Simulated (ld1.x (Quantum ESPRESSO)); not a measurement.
Which change was made? (C, TM)

* Element: C (Z = 6)
* Generator: ld1.x (Quantum ESPRESSO) 7.5
* Type: norm-conserving Troullier–Martins (Kleinman–Bylander form)
* Functional: LDA (PZ)
* Relativity: scalar-relativistic
* Frozen core: [He]
* Valence charge: 4
* Reference configuration: 2s1 2p3
* Partial waves: 2s (bound): rc 1.15 bohr; 2p (bound): rc 2.65 bohr; 3d channel at 0.2 Ry: rc 2.60 bohr
* Local potential: all-electron potential smoothed inside 1.20 bohr (lloc = -2)
* Core correction: none

Cutoffs, loose and tight: the cutoffs (Ry, on a coarse ladder) from which the occupation-weighted sum of valence levels, in a spherical-Bessel basis at the reference potential, stays within 10 and 1 mRy of its value at 400 Ry. They do not see the model core or the augmentation charge, which bear on the density cutoff. Test errors are all-electron minus pseudo excitation energies from the reference, over the configurations 2s2 2p2; 2s2 2p1; 2s2 2p0; 2s1 2p0; 2s0 2p4; 2s2 2p1.5; 2s1 2p2 (two spin-polarised tests are not counted in the largest error); variants that change the core or the reference have their own tests.

The base gives: outcome: generated; cutoff, loose: 30 Ry; cutoff, tight: 80 Ry; bound ghosts: none; largest test error (meV): +2224.

(1) After one change the result is: outcome: generated; cutoff, loose: 18 Ry; cutoff, tight: 30 Ry; bound ghosts: none; largest test error (meV): +5392. Which change was it?
A. all radii scaled by about 0.80 (s 0.92, p 2.12, d 2.08 bohr); local potential all-electron potential smoothed inside 0.96 bohr (lloc = -2)
B. all radii scaled by about 1.15 (s 1.32, p 3.04, d 2.98 bohr); local potential all-electron potential smoothed inside 1.38 bohr (lloc = -2)
C. all radii scaled by about 1.38 (s 1.58, p 3.66, d 3.60 bohr); local potential all-electron potential smoothed inside 1.66 bohr (lloc = -2)

## Answers

(1) C. The others give: all radii scaled by about 0.80 (s 0.92, p 2.12, d 2.08 bohr); local potential all-electron potential smoothed inside 0.96 bohr (lloc = -2) → outcome: generated; cutoff, loose: 30 Ry; cutoff, tight: 90 Ry; bound ghosts: none; largest test error (meV): +1127 | all radii scaled by about 1.15 (s 1.32, p 3.04, d 2.98 bohr); local potential all-electron potential smoothed inside 1.38 bohr (lloc = -2) → outcome: generated; cutoff, loose: 25 Ry; cutoff, tight: 60 Ry; bound ghosts: none; largest test error (meV): +3212.
